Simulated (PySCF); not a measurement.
# How methods differ on the interval between two levels of In

In [Kr] 4d10 5s2 5p1 [2P3/2, M_J = 3/2] → In [Kr] 4d10 5s2 6s1 [2S1/2, M_J = 1/2], as a difference of total energies. Calculation: PySCF 2.14, in x2c-TZVPall-2c with one added diffuse shell each of s, p, d, f type (9s10p6d3f, 90 functions); the two-component X2C-1e Hamiltonian. Correlated levels: [Ar] 3d10 frozen; the 6 highest virtual spinors dropped. "Screened" scales the spin-orbit matrix elements by Boettger's factors to mimic the two-electron term; Breit and QED terms are absent.

```tsv
method	interval between two levels (cm⁻¹)
GHF (spin-free)	22707
GMP2 (spin-free)	23101
GHF (screened spin-orbit)	22045
GMP2 (screened spin-orbit)	22418
```

The spin-free rows lack the spin-orbit shift.

Errors of the correlated levels include the incompleteness of this basis and the frozen core.

For comparison: 22160 cm⁻¹ (measured; NIST Handbook of Basic Atomic Spectroscopic Data (Sansonetti and Martin, J. Phys. Chem. Ref. Data 34, 1559 (2005))).
